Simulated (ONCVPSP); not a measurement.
# Reading a pseudo-wave (Br)

Columns: radius, all-electron u(r) and pseudo u(r) of the 3p shell (level -173.21 eV) of bromine in the configuration [Ne] 3s2 3p6 3d10 4s2 4p5; LDA (Perdew-Wang 92), scalar-relativistic, ONCV scheme, ONCVPSP 4.0.1.

| r (bohr) | all-electron | pseudo |
| --- | --- | --- |
| 0.038 | -0.3672 | 0.0222 |
| 0.075 | -0.7144 | 0.0850 |
| 0.113 | -0.7598 | 0.1885 |
| 0.150 | -0.5490 | 0.3231 |
| 0.188 | -0.1973 | 0.4871 |
| 0.225 | 0.1846 | 0.6625 |
| 0.263 | 0.5535 | 0.8461 |
| 0.300 | 0.8568 | 1.0156 |
| 0.338 | 1.0990 | 1.1684 |
| 0.375 | 1.2668 | 1.2873 |
| 0.413 | 1.3755 | 1.3726 |
| 0.450 | 1.4299 | 1.4193 |
| 0.488 | 1.4421 | 1.4311 |
| 0.525 | 1.4217 | 1.4130 |
| 0.563 | 1.3763 | 1.3705 |
| 0.600 | 1.3152 | 1.3118 |
| 0.638 | 1.2409 | 1.2391 |
| 0.675 | 1.1619 | 1.1609 |
| 0.713 | 1.0777 | 1.0769 |
| 0.750 | 0.9952 | 0.9944 |
| 0.788 | 0.9119 | 0.9112 |
| 0.825 | 0.8336 | 0.8330 |
| 0.863 | 0.7571 | 0.7565 |
| 0.900 | 0.6869 | 0.6864 |
| 0.938 | 0.6196 | 0.6192 |
| 0.975 | 0.5590 | 0.5586 |

Problem. How many radial nodes do the two functions have?

Solution. The all-electron 3p function has n − l − 1 = 1; the pseudo-wave has 0, since the states of the same l below it are removed with the core.

Problem. At about which radius was the pseudo-wave matched?

Solution. 0.75 bohr, where the columns begin to agree (steps of 0.04 bohr).

Problem. Is the pseudo-wave norm-conserving?

Solution. Yes: the ONCV scheme keeps the norm inside the radius equal to the all-electron one, which fixes the energy derivative of the logarithmic derivative at the level.
